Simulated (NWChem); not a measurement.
System: BH₃; SMILES B

NWChem input:

```
start job
memory heap 200 mb stack 900 mb global 1100 mb
geometry units angstroms noautosym nocenter noautoz
  B      0.000000     0.000000     0.000000
  H     -1.172964     0.314295     0.000000
  H      0.314295    -1.172964     0.000000
  H      0.858669     0.858669     0.000000
end
basis spherical
  B library cc-pvtz
  H library cc-pvtz
end
dft
  xc bhlyp
  iterations 150
end
tddft
  cis
  ecut -5.9
  nroots 6
  notriplet
end
task tddft energy
```

NWChem printed, in part:

```
             Northwest Computational Chemistry Package (NWChem) 7.3.0
             --------------------------------------------------------

                             Geometry "geometry" -> ""
                             -------------------------

 Output coordinates in angstroms (scale by  1.889725989 to convert to a.u.)

  No.       Tag          Charge          X              Y              Z
 ---- ---------------- ---------- -------------- -------------- --------------
    1 B                    5.0000     0.00000000     0.00000000     0.00000000
    2 H                    1.0000    -1.17296400     0.31429500     0.00000000
    3 H                    1.0000     0.31429500    -1.17296400     0.00000000
    4 H                    1.0000     0.85866900     0.85866900     0.00000000

 Effective nuclear repulsion energy (a.u.)       7.2913754195

                                 NWChem DFT Module
                                 -----------------

 Summary of "ao basis" -> "ao basis" (spherical)
 ------------------------------------------------------------------------------
       Tag                 Description            Shells   Functions and Types
 ---------------- ------------------------------  ------  ---------------------
 B                          cc-pvtz                 10       30   4s3p2d1f
 H                          cc-pvtz                  6       14   3s2p1d

            General Information
            -------------------
          SCF calculation type: DFT
          Wavefunction type:  closed shell.
          No. of atoms     :     4
          No. of electrons :     8
           Alpha electrons :     4
            Beta electrons :     4
          Charge           :     0
          Spin multiplicity:     1
          Use of symmetry is: off; symmetry adaption is: off
          Maximum number of iterations: 150
          AO basis - number of functions:    72
                     number of shells:    28
          Convergence on energy requested:  1.00D-06
          Convergence on density requested:  1.00D-05
          Convergence on gradient requested:  5.00D-04

              XC Information
              --------------
                        BHLYP Method XC Functional
                     Hartree-Fock (Exact) Exchange  0.500
                        Slater Exchange Functional  0.500 local
                    Becke 1988 Exchange Functional  0.500 non-local
              Lee-Yang-Parr Correlation Functional  1.000

             Grid Information
             ----------------
          Grid used for XC integration:  medium
          Radial quadrature: Mura-Knowles
          Angular quadrature: Lebedev.
          Tag              B.-S. Rad. Rad. Pts. Rad. Cut. Ang. Pts.
          ---              ---------- --------- --------- ---------
          B                   0.85       49           7.0       434
          H                   0.35       45           8.0       434
          Grid pruning is: on
          Number of quadrature shells:   184
          Spatial weights used:  Erf1

      Superposition of Atomic Density Guess
      -------------------------------------

 Sum of atomic energies:         -26.03389966

      Non-variational initial energy
      ------------------------------

 Total energy =     -26.221219
 1-e energy   =     -47.938601
 2-e energy   =      14.426006
 HOMO         =      -0.407398
 LUMO         =      -0.052135

   convergence    iter        energy       DeltaE   RMS-Dens  Diis-err
 ---------------- ----- ----------------- --------- --------- ---------
 d= 0,ls=0.0,diis     1    -26.5861326282 -3.39D+01  3.12D-03  7.28D-02
 d= 0,ls=0.0,diis     2    -26.5984439427 -1.23D-02  6.33D-04  6.03D-03
 d= 0,ls=0.0,diis     3    -26.5994171802 -9.73D-04  1.93D-04  4.57D-04
 d= 0,ls=0.0,diis     4    -26.5994997854 -8.26D-05  2.11D-05  1.37D-06
 d= 0,ls=0.0,diis     5    -26.5995002523 -4.67D-07  2.42D-06  1.26D-08

         Total DFT energy =      -26.599500252310
      One electron energy =      -48.825290017070
           Coulomb energy =       20.039512469694
    Exchange-Corr. energy =       -5.105098124412
 Nuclear repulsion energy =        7.291375419479

 Numeric. integr. density =        7.999999141045

                       DFT Final Molecular Orbital Analysis
                       ------------------------------------

[...]

                                NWChem TDDFT Module
                                -------------------

            General Information
            -------------------
           No. of orbitals :     144
            Alpha orbitals :      72
             Beta orbitals :      72
        Alpha frozen cores :       0
         Beta frozen cores :       0
     Alpha frozen virtuals :       0
      Beta frozen virtuals :       0
         Spin multiplicity :       1
    Number of AO functions :      72
        Use of symmetry is : off
      Symmetry adaption is : off
         Schwarz screening :  0.10D-07

              XC Information
              --------------
                 BHLYP Method XC Functional
              Hartree-Fock (Exact) Exchange   0.50
                 Slater Exchange Functional   0.50 local
             Becke 1988 Exchange Functional   0.50 non-local
       Lee-Yang-Parr Correlation Functional   1.00

             TDDFT Information
             -----------------
          Calculation type : Tamm-Dancoff TDDFT
         Wavefunction type : Restricted singlets
          No. of electrons :       8
           Alpha electrons :       4
            Beta electrons :       4
              No. of roots :       6
          Max subspacesize :    5200
            Max iterations :     100
               Target root :       1
           Target symmetry : none
             Energy Cutoff :-0.59D+01
      Symmetry restriction : off
                 Algorithm : Optimal
        Davidson threshold :  0.10D-03

    6 smallest eigenvalue differences (eV)
--------------------------------------------------------
  No. Spin  Occ  Vir  Irrep   E(Occ)    E(Vir)   E(Diff)
--------------------------------------------------------
    1    1    1    5 a        -7.104    -0.033   192.417
    2    1    1    6 a        -7.104     0.133   196.930
    3    1    1    7 a        -7.104     0.147   197.327
    4    1    1    8 a        -7.104     0.147   197.327
    5    1    1    9 a        -7.104     0.199   198.730
    6    1    1   10 a        -7.104     0.199   198.730
--------------------------------------------------------

  Entering Davidson iterations
  Restricted singlet excited states

  Iter   NTrls   NConv    DeltaV     DeltaE      Time
  ----  ------  ------  ---------  ---------  ---------
    1      6       0     0.12E+00   0.10+100        2.4
    2     12       0     0.15E-01   0.37E-01        2.5
    3     18       0     0.27E-02   0.13E-03        2.5
    4     24       5     0.92E-03   0.66E-05        2.4
    5     25       6     0.57E-04   0.29E-06        1.4
  ----  ------  ------  ---------  ---------  ---------
  Convergence criterion met

  Ground state a         -26.599500252310 a.u.

  ----------------------------------------------------------------------------
  Root   1 singlet a              6.804655495 a.u.              185.1642 eV
  ----------------------------------------------------------------------------
     Transition Moments    X -0.00000   Y -0.00000   Z -0.13521
     Dipole Oscillator Strength                    0.0829302287
     Electric Quadrupole                           0.0000000000
     Magnetic Dipole                               0.0000000000
     Total Oscillator Strength                     0.0829302287

     Occ.    1  a   ---  Virt.    5  a        0.95063
     Occ.    1  a   ---  Virt.   12  a       -0.30170
     Occ.    1  a   ---  Virt.   29  a       -0.06410
  ----------------------------------------------------------------------------
  Root   2 singlet a              7.087319909 a.u.              192.8559 eV
  ----------------------------------------------------------------------------
     Transition Moments    X  0.00000   Y  0.00000   Z  0.00000
     Dipole Oscillator Strength                    0.0000000000
     Electric Quadrupole                           0.0000001870
     Magnetic Dipole                               0.0000000000
     Total Oscillator Strength                     0.0000001870

     Occ.    1  a   ---  Virt.    6  a        0.98588
     Occ.    1  a   ---  Virt.   17  a       -0.16334
  ----------------------------------------------------------------------------
  Root   3 singlet a              7.098869256 a.u.              193.1701 eV
  ----------------------------------------------------------------------------
     Transition Moments    X  0.06522   Y  0.06523   Z -0.00000
     Dipole Oscillator Strength                    0.0402679548
     Electric Quadrupole                           0.0000001172
     Magnetic Dipole                               0.0000000000
     Total Oscillator Strength                     0.0402680719

     Occ.    1  a   ---  Virt.    7  a        0.70249
     Occ.    1  a   ---  Virt.    9  a        0.66593
     Occ.    1  a   ---  Virt.   15  a       -0.23050
     Occ.    1  a   ---  Virt.   20  a        0.08451
     Occ.    1  a   ---  Virt.   32  a        0.05018
  ----------------------------------------------------------------------------
  Root   4 singlet a              7.098869342 a.u.              193.1701 eV
  ----------------------------------------------------------------------------
     Transition Moments    X -0.06523   Y  0.06522   Z  0.00000
     Dipole Oscillator Strength                    0.0402680034
     Electric Quadrupole                           0.0000001172
     Magnetic Dipole                               0.0000000000
     Total Oscillator Strength                     0.0402681206

[...]
```

Level: BHandHLYP/cc-pVTZ, restricted-window TDA. All runs use the structure optimised with PBE-D3(BJ)/def2-SVP. The quadrupole and magnetic terms of the printed total strengths depend on the origin.
